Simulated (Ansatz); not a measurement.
`C[O][W]([NH2])(=[O])=[S]` at its PBE0-D4/def2-TZVP geometry, where that method's forces vanish. Charge 0, multiplicity 1. W: def2 effective core potential.

```xyz
11

C     0.3592    2.0187    0.3754
O    -0.4947    0.9335    0.1056
W    -0.5387   -0.9102    0.3342
N    -0.0079   -1.8208   -1.2867
O    -2.1396   -1.3736    0.6792
S     0.8216   -1.4501    1.8999
H     1.0360    1.7802    1.2004
H     0.9459    2.2554   -0.5164
H    -0.2496    2.8858    0.6409
H    -0.6711   -2.2256   -1.9303
H     0.9389   -2.0933   -1.5022
```

Problem. What forces (eV/Å) does r2SCAN-D4/def2-TZVPP give on these atoms in Ansatz? (An estimate is asked.)

Solution. Ansatz gave: 
```
C1   0.193  0.254  0.054
O2  -0.192  0.002 -0.066
W3   0.267  0.066 -0.176
N4   0.025 -0.050 -0.104
O5  -0.514 -0.132  0.110
S6   0.206 -0.076  0.253
H7  -0.009 -0.002 -0.011
H8  -0.008 -0.003  0.014
H9   0.009 -0.014 -0.006
H10  0.003 -0.025 -0.035
H11  0.019 -0.020 -0.032
```
